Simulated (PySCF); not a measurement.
In2(mu-NH2)2(Cl)4, H4Cl4In2N2, singlet (PBE0/def2-SVP optimised geometry):

```
12

In    -0.789    -1.428     0.000
In     0.789     1.427     0.000
N      0.004    -0.003     1.475
H      0.725    -0.401     2.081
H     -0.710     0.393     2.090
Cl    -3.132    -1.430     0.000
Cl     0.466    -3.407     0.000
N     -0.005     0.002    -1.475
H     -0.726     0.401    -2.080
H      0.709    -0.393    -2.091
Cl    -0.464     3.407     0.000
Cl     3.132     1.427     0.000
```

Calculation: PBE0/def2-TZVP, def2 effective core potentials past Kr (PySCF).

Task: What are the frontier orbital energies and the dipole moment?

Result: HOMO-2 -9.01 eV, HOMO-1 -8.96 eV, HOMO -8.91 eV, LUMO -2.32 eV, LUMO+1 -1.34 eV; dipole moment 0.00 D.

On the same geometry PBE/def2-TZVP, def2 effective core potentials past Kr in PySCF gives HOMO-2 -7.59 eV, HOMO-1 -7.57 eV, HOMO -7.51 eV, LUMO -3.18 eV, LUMO+1 -2.31 eV; dipole moment 0.00 D.
